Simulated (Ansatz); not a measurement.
In2Se3⁺. The state is a doublet with charge 1. Geometry B3LYP-D4/def2-SVP, that of the neutral singlet; atoms count from 1.

```xyz
5

In    0.3464    1.7180    1.7019
In   -1.6361   -1.5073   -0.3155
Se    1.0939   -1.0941    0.9926
Se    0.9175   -0.4317   -1.3165
Se   -0.7217    1.3150   -1.0625
```

In the def2 sets In takes a core potential; there is no spin–orbit coupling. The structure comes from a short search, and lower isomers may exist.

Question: Estimate the Mulliken populations from the PBE0/def2-TZVP orbitals of Ansatz.

Answer: 
```json
{"atom": "In1", "charge (e)": "0.62", "spin (α − β)": "0.11"}
{"atom": "In2", "charge (e)": "0.55", "spin (α − β)": "0.02"}
{"atom": "Se3", "charge (e)": "-0.15", "spin (α − β)": "0.33"}
{"atom": "Se4", "charge (e)": "0.13", "spin (α − β)": "0.21"}
{"atom": "Se5", "charge (e)": "-0.15", "spin (α − β)": "0.33"}
```
Mulliken values depend strongly on the basis.

Question: Where does the spin sit?

Answer: Summed by element: In 0.13, Se 0.87, of 1 unpaired in all. Largest on single atoms: Se5 0.33, Se3 0.33, Se4 0.21.

Question: And the Mayer bond orders between heavy atoms (over 0.3)?

Answer: In1–Se3 0.45 (3.00 Å); In1–Se5 0.45 (2.99 Å); In2–Se3 0.33 (3.06 Å); In2–Se5 0.33 (3.06 Å); Se3–Se4 1.19 (2.41 Å); Se4–Se5 1.19 (2.41 Å).
